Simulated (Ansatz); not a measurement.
The lowest singlet and triplet of F2Ge (SMILES [F][Ge][F]); geometries from B3LYP-D3(BJ)/def2-TZVP, each state relaxed from the structure named, with no frequency check.
Singlet at the triplet's geometry (charge 0, multiplicity 1):
| atom | x (Å) | y (Å) | z (Å) |
|---|---|---|---|
| F | -1.4744 | -0.6105 | 0.0000 |
| Ge | -0.0003 | 0.3428 | 0.0000 |
| F | 1.4753 | -0.6083 | 0.0000 |

```
level                                     gap E(singlet) − E(triplet), vertical, at the triplet's geometry (kcal/mol)  cost
----------------------------------------  ---------------------------------------------------------------------------  ----
R-HF/cc-pVDZ                                                                                                   -57.41     -
U-HF/cc-pVDZ                                                                                                   -57.41     -
R-HF/cc-pVTZ                                                                                                   -56.13     -
U-HF/cc-pVTZ                                                                                                   -56.13     -
U-HF/cc-pVQZ                                                                                                   -55.79     -
R-SVWN5/def2-TZVPP                                                                                             -82.28  ×0.6
U-SVWN5/def2-TZVPP                                                                                             -82.28  ×0.8
R-PBE/def2-TZVPP                                                                                               -77.14    ×1
U-PBE/def2-TZVPP                                                                                               -77.14    ×1
R-r2SCAN/def2-TZVPP                                                                                            -72.16    ×2
U-r2SCAN/def2-TZVPP                                                                                            -72.16    ×3
R-B3LYP/def2-TZVPP                                                                                             -80.01    ×1
R-BHLYP/def2-TZVPP                                                                                             -76.99    ×1
R-wB97X-V/def2-TZVPP                                                                                           -79.53    ×4
R-wB97M-V/def2-TZVPP                                                                                           -80.41    ×4
U-wB97M-V/def2-TZVPP                                                                                           -80.41    ×5
U-MP2/cc-pVDZ                                                                                                  -71.41     -
U-MP2/cc-pVTZ                                                                                                  -72.79     -
U-MP2/cc-pVQZ                                                                                                  -73.53     -
R-SCS-MP2/cc-pVDZ                                                                                              -73.56     -
U-SCS-MP2/cc-pVTZ                                                                                              -75.57     -
U-SCS-MP2/cc-pVQZ                                                                                              -76.52     -
R-CCSD/cc-pVDZ                                                                                                 -73.09     -
R-CCSD/cc-pVTZ                                                                                                 -73.91     -
U-CCSD/cc-pVTZ                                                                                                 -73.91     -
R-CCSD/cc-pVQZ                                                                                                 -74.18     -
U-CCSD/cc-pVQZ                                                                                                 -74.18     -
R-CCSD(T)/cc-pVDZ                                                                                              -73.85    ×1
U-CCSD(T)/cc-pVDZ                                                                                              -73.85    ×2
R-CCSD(T)/cc-pVTZ                                                                                              -74.78    ×5
R-CCSD(T)/cc-pVQZ                                                                                              -75.12   ×20
U-CCSD(T)/cc-pVQZ                                                                                              -75.12   ×30
R-CCSDT/cc-pVDZ                                                                                                -73.72     -
SA-CASSCF(2,2)/cc-pVDZ                                                                                         -68.47     -
SA-CASSCF(2,2)/cc-pVQZ                                                                                         -67.52     -
SC-NEVPT2 on SA-CASSCF(2,2)/cc-pVQZ                                                                            -73.83     -
FIC-NEVPT4(SD) on SA-CASSCF(2,2)/cc-pVTZ                                                                       -75.02     -
FIC-NEVPT4(SD) on SA-CASSCF(2,2)/cc-pVQZ                                                                       -75.33     -
FIC-MRCISD+Q on SA-CASSCF(2,2)/cc-pVDZ                                                                         -73.87     -
FIC-MRCISD+Q on SA-CASSCF(2,2)/cc-pVQZ                                                                         -74.88     -
```

The rows run from -82.28 (R-SVWN5/def2-TZVPP) to -55.79 kcal/mol (U-HF/cc-pVQZ). From cc-pVDZ to cc-pVQZ U-CCSD(T) changes by -1.28. The 4 U-functionals in def2-TZVPP without D3 or D4 span 10.12, from U-SVWN5 to U-r2SCAN.

A positive gap puts the triplet lower; no zero-point energy. R- takes a restricted singlet. U- takes an unrestricted singlet (broken symmetry where lower, unprojected). The triplet is unrestricted in single-reference levels. Active spaces average the two states.

Correlated levels freeze the cores. Filled d and f shells under p-block atoms count as core.

Run with Ansatz (Gaussian orbitals). 

Costs are rough ratios of core time to R-PBE/def2-TZVPP (about 2.6 s over the structures, on one shared machine); a dash marks a level with no comparable run of its own.

Ansatz is a program for electronic structure.
